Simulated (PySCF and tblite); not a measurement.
The numbers below are computed, except where a source is named.
System: C₃H₁₁BN₂, numbered as in [CH3:1][NH:2][BH:3][N:4]([CH3:5])[CH3:6].

Level: PBE0/pcSseg-1 + D3(BJ) on GFN2-xTB stationary points, with GFN2-xTB thermal terms. Rate constants are transition-state-theory values, counting equivalent paths, without tunnelling. Programs: tblite and PySCF.

Q: Estimate the barrier and the room-temperature rate of the rotation about the B3–N2 bond (torsion N4–B3–N2–C1 from -180° to -8°, rising).

A: The electronic barrier is 13.8 kcal/mol and ΔG‡(298 K) 14.1 kcal/mol, over a C1 saddle with an imaginary mode of 154i cm⁻¹ (GFN2-xTB). With 2 equivalent paths, k is 543 s⁻¹, a mean lifetime of the start of 1.8 ms against this motion. The end lies 3.6 kcal/mol above the start in free energy.
